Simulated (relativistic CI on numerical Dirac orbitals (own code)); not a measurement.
Calculated at this level of theory: Dirac-Coulomb-Breit CI, separate exchange-only KLI orbitals for each configuration, a model potential for QED, unscaled Slater integrals (own radial code, finite nucleus).

CI space (outside the closed core 1s2): 2s²2p³, 2s2p⁴, 2p⁵, 2p⁴3s, 2s²2p²3s, 2p⁴3p, 2p⁴3d, 2s²2p²3p, 2s²2p²3d, 2s2p³3s, 2s2p³3p, 2s2p³3d, 2s²2p²4s, 2s²2p²4p, 2s²2p²4d, 2s²2p²4f, 2s²2p3s², 2s²2p3s3p, 2s2p³4s, 2s2p³4p, 2s²2p²5s, 2s²2p3s3d, 2s²2p3p², 2s²2p²5p, 2s2p³4d, 2s2p³4f, 2s²2p²5d, 2s²2p²5f, 2s²2p²5g, 2s²2p3p3d, 2s2p²3s², 2s²2p3d², 2s2p²3s3p, 2s2p²3s3d, 2s2p²3p², 2s2p²3p3d. Levels of other configurations are missing.

At this charge energies of transitions that change n are usually good to better than 1 %, and those within a shell (Δn = 0) to a few per cent.

Outline of the computed level scheme of Ir LXXI. Lowest level of each configuration: 2s²2p³ ²P°3/2 at 0.0 eV; 2s2p⁴ ⁴P5/2 at 2043.6 eV; 2p⁵ ²P°3/2 at 4277.0 eV; 2s²2p²3s ⁴P1/2 at 9537.8 eV; 2s²2p²3p ²P°1/2 at 9650.1 eV; 2s²2p²3d ²D3/2 at 10254.1 eV; 2s2p³3s ⁴P°5/2 at 11554.8 eV; 2s2p³3p ⁴P3/2 at 11677.7 eV.

Some strong electric-dipole decays among the lowest 45 levels: 2s²2p²3d ²D5/2 → 2s²2p³ ²P°3/2 (1.7e+15 s⁻¹); 2s2p³3p ²P1/2 → 2s²2p³ ²P°3/2 (6.5e+14 s⁻¹); 2s2p³3p ²D5/2 → 2s²2p³ ²P°3/2 (6.3e+14 s⁻¹); 2s2p³3p ²D3/2 → 2s²2p³ ²P°3/2 (4.3e+14 s⁻¹); 2s²2p²3d ²D3/2 → 2s²2p³ ²P°3/2 (3.1e+14 s⁻¹); 2s²2p²3d ⁴F3/2 → 2s²2p³ ²P°3/2 (2.9e+14 s⁻¹); 2s²2p²3s ⁴P1/2 → 2s²2p³ ²P°3/2 (2.8e+14 s⁻¹); 2s2p³3p ⁴P3/2 → 2s²2p³ ²P°3/2 (2.4e+14 s⁻¹).

LS names give the leading component of a level, which can be under half, so a name can repeat, a term be missing and a line seem to break the LS rules.
